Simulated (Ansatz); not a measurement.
The first iterations of a band of CH₉GaOSi (13 atoms, charge 0, multiplicity 1).

Computed with Ansatz, RKS PBE0-D4/def2-SVP.

```
movable images  : 5
climbing image  : yes
spring          : 5.0 eV/Å²
optimiser       : quadratic models (default)
start path      : straight line
force threshold : 0.03 eV/Å
iteration limit : 60
end points      : relaxed
```

Image 0:

```xyz
13
Properties=species:S:1:pos:R:3
Ga -1.002 -0.679 -0.163
Si 0.514 -2.302 0.794
H -1.332 -0.676 -1.706
H -2.040 0.016 0.815
H 0.903 0.999 0.621
O 0.433 0.912 -0.218
C 0.045 2.186 -0.711
H 1.432 -1.617 1.775
H -0.180 -3.382 1.569
H 1.409 -2.979 -0.200
H 0.928 2.825 -0.862
H -0.441 2.015 -1.680
H -0.670 2.682 -0.035
```

Image 6:

```xyz
13
Properties=species:S:1:pos:R:3
Ga -1.471 0.073 0.376
Si 1.282 -1.773 1.042
H -1.352 -1.083 -0.682
H -2.159 0.072 1.772
H 0.535 -0.489 1.299
O -0.905 1.681 -0.167
C -0.262 1.939 -1.374
H 2.414 -1.829 2.012
H 0.349 -2.915 1.259
H 1.787 -1.758 -0.360
H 0.788 2.244 -1.206
H -0.245 1.069 -2.063
H -0.760 2.769 -1.907
```

| iteration | highest image above the first end (eV) | largest band force component (eV/Å) |
| --- | --- | --- |
| 1 | 6.588 | 16.907 |
| 2 | 2.379 | 5.098 |
| 3 | 1.563 | 7.218 |
| 4 | 1.458 | 1.961 |
| 5 | 1.252 | 1.105 |
| 6 | 1.057 | 1.364 |
| 7 | 0.864 | 0.762 |
| 8 | 0.786 | 1.580 |

Problem. Does the band converge within its limit, and where does its top end?

Solution. It converged. It ended after 26 iterations with the highest image 1.323 eV above the first end. Neighbouring images differ by up to 1.3 eV, so the band resolves the path poorly. Another band between the same ends (5 images) ends at a top of the same energy, where a vibrational analysis finds 1 clearly imaginary mode. The orbitals stay closed-shell, which can raise the energy where a bond breaks towards radicals; this wasn't checked here.

Run time: 7.6 min on 4 threads of Arm Neoverse N1 (shared host), peak memory 0.33 GiB.
